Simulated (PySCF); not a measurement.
**B²⁺ (boron, charge +2): UHF calculation**

Configuration: [He] 2s1, 2S determinant. Calculation: PySCF 2.14, in dyall-av2z (11s7p2d, 42 functions); the non-relativistic Hamiltonian (point nucleus).

```
Total energy                                     : -23.375228 hartree
One-electron energy                              : -27.7427 hartree
Hartree (Coulomb) energy                         : 7.5976 hartree
Exchange energy                                  : -3.2301 hartree
Kinetic energy                                   : 23.36819 hartree
⟨S²⟩                                             : 0.7500
⟨L²⟩                                             : 0.000
Sum of ⟨r⟩                                       : 2.289 bohr
Sum of ⟨r²⟩                                      : 3.422 bohr²
Density at the nucleus (Gaussians lack the cusp) : 69.3 bohr⁻³
Spin density at the nucleus                      : 2.40 bohr⁻³
Langevin diamagnetic susceptibility              : -2.71 ×10⁻⁶ cm³/mol
```

```
shell  electrons  mean orbital energy (hartree)  rms radius, mean of both spins (bohr)
 1s α          1                       -8.84106                                  0.377
 1s β          1                       -8.77724                                  0.377
 2s α          1                       -1.38940                                   1.77
```
